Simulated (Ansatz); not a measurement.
CHF2GeN (`N#[C][GeH]([F])[F]`). The species carries charge 0 and has multiplicity 1. All single points use the PBE0-D4/def2-TZVP geometry.

```xyz
6

N     1.676    1.716   -0.717
C     0.906    0.928   -0.386
Ge   -0.373   -0.344    0.241
F     0.310   -1.891   -0.021
F    -1.723   -0.233   -0.805
H    -0.795   -0.177    1.689
```

What is the dipole moment at PBE/def2-TZVPP? (Estimate.)

The calculation gave: 2.87 D, with components (-1.38, -0.53, 2.46) D in this frame, pointing from negative to positive charge.

And with r2SCAN, B3LYP, ωB97M-V? (Best estimate.)

The calculation gave: r2SCAN 2.95 D, B3LYP 3.00 D, ωB97M-V 3.02 D.

Give the Mulliken charges with PBE, r2SCAN, B3LYP in def2-TZVPP. (Best estimate.)

The calculation gave: 
| atom | PBE | r2SCAN | B3LYP |
| --- | --- | --- | --- |
| N1 | 0.05 | -0.06 | 0.01 |
| C2 | -0.24 | -0.17 | -0.22 |
| Ge3 | 0.75 | 0.86 | 0.84 |
| F4 | -0.29 | -0.33 | -0.34 |
| F5 | -0.29 | -0.33 | -0.34 |
| H6 | 0.03 | 0.03 | 0.04 |

B3LYP here is the variant with VWN-RPA as its local correlation; programs differ in this.

All numbers were calculated with Ansatz.
